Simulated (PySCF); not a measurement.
Positional isomers: benzothiophene chloro+silyl. Gas-phase values, no solvent. Strings in code marks are SMILES. Quantity: electronic energy of isomers of C8H7ClSSi relative to `[SiH3]c1cc2c(Cl)cccc2s1`. Level 1: PBE-D3(BJ)/def2-TZVP // PBE0-D3(BJ)/def2-SVP (PySCF). Level 2: PBE0-D3(BJ)/def2-TZVP // PBE0-D3(BJ)/def2-SVP (PySCF).

```
case                       level 1 (kcal/mol)  level 2 (kcal/mol)
-------------------------  ------------------  ------------------
`[SiH3]c1cc2ccc(Cl)cc2s1`                 0.5            withheld
`[SiH3]c1cc2cc(Cl)ccc2s1`                 0.6                 0.6
`[SiH3]c1ccc(Cl)c2ccsc12`                 1.9                 2.0
`[SiH3]c1c(Cl)ccc2ccsc12`                 2.0                 2.1
`[SiH3]c1cc2sccc2cc1Cl`                   2.1                 2.2
`[SiH3]c1cc(Cl)c2ccsc2c1`                 2.7                 2.8
`[SiH3]c1cc(Cl)cc2sccc12`                 2.8                 2.9
```

Fit level 2 = a + b·x to the 6 complete rows by least squares, with x = level 1 in kcal/mol. Give a, b and the rms residual, and predict the withheld value.

Means of the 6 rows: x̄ = 2.0167, ȳ = 2.1 kcal/mol. Σ(x − x̄)² = 3.1083 and Σ(x − x̄)(y − ȳ) = 3.25, so b = 1.046 and a = ȳ − b·x̄ = -0.01 kcal/mol. The rms residual is 0.02 kcal/mol. At x = 0.5 the line gives 0.5 kcal/mol, outside the range of the fitted rows. The run for `[SiH3]c1cc2ccc(Cl)cc2s1` gave 0.5 kcal/mol, so the line is off by 0.0 kcal/mol, within twice the rms residual.

Codes: PySCF.
